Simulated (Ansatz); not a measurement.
Dimethylphenylsulfonium 2,4-difluorobenzenesulfonate (C14H14F2O3S2). The state is a triplet with charge 0. Geometry PBE-D4/def2-SVP, that of the neutral singlet.

```xyz
35

C    -0.4096    2.6453   -0.7601
S    -0.6163    1.1327    0.2247
C    -2.3928    1.1724    0.5860
C     0.1147    1.6763    1.7961
C     1.3456    1.0538    2.0671
C     2.0369    1.3888    3.2414
C     1.4937    2.3267    4.1330
C     0.2599    2.9391    3.8534
C    -0.4365    2.6195    2.6787
H     0.6429    2.6121   -1.0961
H    -1.0665    2.5066   -1.6372
H    -0.6501    3.5378   -0.1530
H    -2.8513    0.8144   -0.3550
H    -2.5732    0.4493    1.4029
H    -2.7520    2.1819    0.8592
H     1.7453    0.3185    1.3503
H     3.0029    0.9099    3.4607
H     2.0346    2.5845    5.0561
H    -0.1641    3.6728    4.5556
H    -1.3997    3.1060    2.4632
O     1.2314    0.3422   -1.7071
S     0.1119   -0.1977   -2.5596
O     0.2475    0.0134   -4.0201
O    -1.2577    0.2085   -2.0118
C     0.1619   -1.9973   -2.3210
C     0.2716   -2.8269   -3.4470
C     0.3135   -4.2224   -3.3219
C     0.2430   -4.7802   -2.0401
F     0.2804   -6.1174   -1.8948
C     0.1348   -3.9842   -0.8922
C     0.0964   -2.5959   -1.0529
F    -0.0067   -1.8395    0.0602
H     0.3245   -2.3330   -4.4289
H     0.3999   -4.8811   -4.1973
H     0.0828   -4.4366    0.1073
```

Single mean-field runs in def2-TZVP are fitted with def2-universal-jkfit. At PBE-D4/def2-TZVP the gap within one spin of the charge 0 triplet nearly closes, so an electron or hole may be smeared out by delocalisation error. In the triplet geometry the species has come apart into loosely held pieces. At PBE0-D4/def2-TZVP a singlet of charge 0 lies 4.02 eV below the triplet at the same geometry.

**Question.** Estimate the α-spin orbital energies around the gap (eV) in Ansatz with PBE-D4/def2-TZVP, PBE0-D4/def2-TZVP.

**Answer.** 
```csv
orbital,PBE-D4/def2-TZVP,PBE0-D4/def2-TZVP
HOMO−5,-7.06,-7.80
HOMO−4,-6.80,-7.70
HOMO−3,-6.68,-7.35
HOMO−2,-6.52,-6.89
HOMO−1,-6.23,-6.81
HOMO,-2.53,-4.31
LUMO,-1.77,-1.49
LUMO+1,-1.74,-0.42
LUMO+2,-1.60,-0.30
LUMO+3,-0.68,0.02
LUMO+4,-0.66,0.17
LUMO+5,0.00,0.55
β HOMO,-6.18,-6.81
β LUMO,-6.16,-5.69
```
